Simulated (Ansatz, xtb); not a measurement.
## Ranking isomers of C5H9NO

3 gas-phase structures of C5H9NO, from a drawn sample of its isomers (lower ones may exist). Each was relaxed with GFN2-xTB; where two conformers were screened, the lower at r2SCAN-D4/def2-SVP is listed:

A. `N[C@@H]1CC=C(O)C1`, a singlet
B. `N[C@@H]1C=C(O)CC1`, a singlet
C. `N[C@@H]1CCC(=O)C1`, a singlet

Problem. Which do you expect lowest at r2SCAN-D4/def2-SVP, and how would the others follow?

Solution. Calculated order at r2SCAN-D4/def2-SVP: C (0.0), B (12.4), A (13.8) kcal/mol.

Energies above the lowest of each column, in kcal/mol; the last columns are at PBE-D3(BJ)/def2-SVP geometries:

```csv
structure,GFN2-xTB,HF/STO-3G,r2SCAN-D4/def2-SVP,PBE-D3(BJ)/def2-SVP,CCSD(T)/def2-SVP + ΔMP2/def2-TZVPP
C,0.0,0.0,0.0,0.0,0.0
B,10.7,19.0,12.4,12.0,10.7
A,11.8,19.9,13.8,13.3,11.7
```

Every level run on C puts it lowest or level with the lowest. Flexible structures stand in one conformer each, not always the lowest. ΔMP2 is the change of the MP2 energy from the smaller to the larger basis.

Programs: Ansatz 0.2.0, xtb 6.7.1.
